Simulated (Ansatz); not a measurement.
Geometry optimisation, RKS PBE-D4/def2-SVP (Ansatz 0.2.0).

Input:

```yaml
crystal:
  periodic: [false, false, false]
  atoms:
    - { symbol: F, position_ang: [0.49793, -0.3131, -2.21868] }
    - { symbol: B, position_ang: [0.48363, 0.30493, -1.03811] }
    - { symbol: Ga, position_ang: [-0.86418, 1.91128, -0.96053] }
    - { symbol: C, position_ang: [1.17016, -0.34061, 0.18623] }
    - { symbol: Si, position_ang: [-0.20196, -1.3572, 1.07645] }
    - { symbol: H, position_ang: [1.0514, 1.20732, -0.5562] }
    - { symbol: H, position_ang: [-1.66616, 2.56152, -2.19762] }
    - { symbol: H, position_ang: [1.5167, 0.39338, 0.91578] }
    - { symbol: H, position_ang: [1.9978, -1.00932, -0.04866] }
    - { symbol: H, position_ang: [-1.35358, -0.48267, 1.35229] }
    - { symbol: H, position_ang: [0.39386, -1.8499, 2.31992] }
    - { symbol: H, position_ang: [-0.61227, -2.48177, 0.23109] }
basis:
  gaussian: { orbitals: def2-SVP }
hamiltonian:
  xc: pbe
  dispersion: d4
relax:
  f_tol: 0.02
  max_steps: 50
```

Run as:

```bash
$ ansatz run input.yaml --threads 2 --pin off --max-ram 3072MiB --backend cpu --events-out ev --progress --plain --runs-dir out
```

Q: Where does it end, and by what steps?

A: It converged. After 15 steps the energy has fallen by 2.389 eV; H6 moved furthest, 1.00 Å.

```tsv
step	energy less start (eV)	largest force component (eV/Å)	accepted
0	0.0000	2.989	yes
1	-1.1117	1.814	yes
2	-1.8168	1.348	yes
3	-2.1678	0.581	yes
4	-2.2697	0.323	yes
5	-2.3096	0.338	yes
6	-2.3267	0.200	yes
7	-2.3516	0.301	yes
8	-2.3642	0.345	yes
9	-2.3653	0.390	yes
10	-2.3845	0.167	yes
11	-2.3832	0.417	no
12	-2.3881	0.038	yes
13	-2.3886	0.033	yes
14	-2.3890	0.032	yes
15	-2.3891	0.008	yes
```

```xyz
12
Properties=species:S:1:pos:R:3
F 0.721 -0.692 -2.184
B 0.657 0.196 -1.151
Ga -1.157 1.484 -1.216
C 1.090 -0.257 0.300
Si -0.189 -1.384 1.131
H 0.883 1.404 -1.518
H -1.254 3.082 -1.556
H 1.294 0.602 0.973
H 2.040 -0.833 0.204
H -1.359 -0.548 1.585
H 0.381 -2.094 2.333
H -0.694 -2.417 0.161
```

Whether the end is a true minimum wasn't checked by a vibrational analysis.

Run time: 43 s on 2 threads of Arm Neoverse V2 (shared host), peak memory 0.19 GiB.
